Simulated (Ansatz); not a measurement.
`[F][Hf]12345678([Cl])([C@H]9[C@@H]1[C@@H]2[C@@H]3[C@H]94)[C@H]1[C@@H]5[C@@H]6[C@@H]7[C@H]18`, one more setting.

```yaml
crystal:
  periodic: [false, false, false]
  atoms:
    - {symbol: F, position_ang: [0.536441, -0.372416, -2.459370]}
    - {symbol: Hf, position_ang: [0.328406, -0.357821, -0.383956]}
    - {symbol: Cl, position_ang: [1.219895, -2.631006, -0.218082]}
    - {symbol: C, position_ang: [-2.176724, -0.659864, -1.479495]}
    - {symbol: C, position_ang: [-2.046091, 0.578668, -0.566411]}
    - {symbol: C, position_ang: [-1.926800, -0.075342, 0.988727]}
    - {symbol: C, position_ang: [-1.710871, -1.422243, 0.844754]}
    - {symbol: C, position_ang: [-1.832261, -1.778521, -0.634017]}
    - {symbol: C, position_ang: [0.765290, 1.740328, 0.562433]}
    - {symbol: C, position_ang: [1.710284, 1.655184, -0.448635]}
    - {symbol: C, position_ang: [2.626833, 0.558613, -0.060722]}
    - {symbol: C, position_ang: [2.178571, 0.132514, 1.009728]}
    - {symbol: C, position_ang: [1.262122, 0.843818, 1.581539]}
    - {symbol: H, position_ang: [-2.097464, -0.659711, -2.526313]}
    - {symbol: H, position_ang: [-2.174727, 1.664633, -0.795784]}
    - {symbol: H, position_ang: [-1.783667, 0.487217, 1.860251]}
    - {symbol: H, position_ang: [-1.538638, -2.091868, 1.649969]}
    - {symbol: H, position_ang: [-1.764323, -2.767673, -1.143597]}
    - {symbol: H, position_ang: [-0.034207, 2.388444, 0.771017]}
    - {symbol: H, position_ang: [1.715870, 2.141850, -1.436902]}
    - {symbol: H, position_ang: [3.261780, 0.359466, -0.844097]}
    - {symbol: H, position_ang: [2.736044, -0.498846, 1.562279]}
    - {symbol: H, position_ang: [0.698724, 0.623899, 2.498596]}
basis:
  gaussian: {orbitals: def2-mTZVP}
total_charge: -1
magnetization: {spin_polarized: true, initial_magnetization: 1}
hamiltonian: {xc: {name: HSE06}, dispersion: d4}
output: {forces: true}
```

```sh
$ ansatz run in.yaml --threads 11 --pin off --events-out ev --progress --plain --max-ram 174080MiB --backend cuda --devices 0, --max-vram 75GiB
```

Shortened log:

```
Functional definition: HSE06
2847 factors; integrals over basis functions are off by at most 1.2e-3 eV
212 factors; integrals over basis functions are off by at most 2.1e-7 eV
mean field evaluation 1: about -27042.3899 eV, gradient 6.6e1 eV
mean field evaluation 2: about -26957.5099 eV, gradient 1.5e2 eV
mean field evaluation 4: about -27061.8560 eV, gradient 2.1e1 eV
mean field evaluation 8: about -27064.1195 eV, gradient 5.2e-1 eV
mean field evaluation 16: about -27064.2640 eV, gradient 3.1e-2 eV
mean field evaluation 32: about -27064.2640 eV, gradient 1.1e-5 eV
mean field -27064.26399175 eV, -994.5933568798 hartree, gradient 1.1e-5 eV, S^2 0.752625; 3 other end points of the search recorded, 0 dependent functions left out
reference -27064.26405467 eV, -994.5933591922 hartree; 55, 54 occupied and 242, 243 virtual orbitals, 2847 factors
Total energy: -27064.96103845 eV, -994.6189728737 hartree
Atom 0 at     0.536441    -0.372416    -2.459370 Å, force     0.215615    -0.122859     0.630664 eV/Å
Atom 1 at     0.328406    -0.357821    -0.383956 Å, force    -2.406854    -0.132110    -1.567253 eV/Å
Atom 2 at     1.219895    -2.631006    -0.218082 Å, force     0.619029    -0.948611    -0.013557 eV/Å
Atom 3 at    -2.176724    -0.659864    -1.479495 Å, force     1.794385     2.001421     6.268335 eV/Å
Atom 4 at    -2.046091     0.578668    -0.566411 Å, force    -0.224336    -3.332359     1.549418 eV/Å
Atom 5 at    -1.926800    -0.075342     0.988727 Å, force     0.148015     1.973994    -5.742547 eV/Å
Atom 6 at    -1.710871    -1.422243     0.844754 Å, force    -0.223322    -0.318756    -3.449718 eV/Å
Atom 7 at    -1.832261    -1.778521    -0.634017 Å, force    -0.791217     0.427128    -0.356281 eV/Å
Atom 8 at     0.765290     1.740328     0.562433 Å, force     0.962166     0.140037     2.364018 eV/Å
Atom 9 at     1.710284     1.655184    -0.448635 Å, force     0.434988     0.020566    -1.894686 eV/Å
Atom 10 at     2.626833     0.558613    -0.060722 Å, force     0.028631     6.532504   -10.357202 eV/Å
Atom 11 at     2.178571     0.132514     1.009728 Å, force     2.548249    -5.447156     7.860551 eV/Å
Atom 12 at     1.262122     0.843818     1.581539 Å, force    -6.335385     3.160425     2.127941 eV/Å
Atom 13 at    -2.097464    -0.659711    -2.526313 Å, force    -0.106028     0.039842    -1.175663 eV/Å
Atom 14 at    -2.174727     1.664633    -0.795784 Å, force    -0.044553    -1.219827     0.210585 eV/Å
Atom 15 at    -1.783667     0.487217     1.860251 Å, force    -0.010012     0.865424     1.041107 eV/Å
Atom 16 at    -1.538638    -2.091868     1.649969 Å, force     0.185297    -0.683918     0.323194 eV/Å
Atom 17 at    -1.764323    -2.767673    -1.143597 Å, force     0.197041     0.675598     1.106020 eV/Å
Atom 18 at    -0.034207     2.388444     0.771017 Å, force    -0.848228     0.940891    -0.290255 eV/Å
Atom 19 at     1.715870     2.141850    -1.436902 Å, force    -0.048595    -0.173054     0.691519 eV/Å
Atom 20 at     3.261780     0.359466    -0.844097 Å, force     1.976068    -1.505905    -0.836364 eV/Å
Atom 21 at     2.736044    -0.498846     1.562279 Å, force     1.380465    -2.923257     1.824913 eV/Å
Atom 22 at     0.698724     0.623899     2.498596 Å, force     0.548580     0.029981    -0.314741 eV/Å
Dipole moment:    -0.155546     0.634595     0.576932 e Å
```

It took 4.9 s on 11 threads of an AMD EPYC 7R13 on a shared host and a whole NVIDIA H100 80 GB, with 1.1 GiB of host memory at the peak.
